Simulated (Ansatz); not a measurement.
PbSe2⁺ (the lowest doublet isomer of a short search) was relaxed with r2SCAN-D4 (def2-TZVP) in Ansatz in these states: charge +1 doublet, charge +1 quartet. The geometries follow in no particular order.

In the def2 sets Pb takes a core potential; there is no spin–orbit coupling.

A:

```xyz
3

Pb   -0.042   -1.945   -0.187
Se   -0.010    0.869    1.180
Se    0.052    1.076   -0.993
```

B:

```xyz
3

Pb   -0.5635   -0.1184    1.5415
Se   -0.5508    0.8072   -1.0176
Se    1.1143   -0.6888   -0.5240
```

Q: Judge from the bond lengths which geometry belongs to which state (an estimate).

A: A is the charge +1 quartet (Pb1–Se2 3.128 Å, Pb1–Se3 3.128 Å, Se2–Se3 2.185 Å); B is the charge +1 doublet (Pb1–Se2 2.721 Å, Pb1–Se3 2.722 Å, Se2–Se3 2.292 Å).

At PBE0-D4/def2-TZVP a doublet lies 1.97 eV below the charge +1 quartet. These are the stationary points nearest to one start from a short search; other shapes may lie lower in each state.
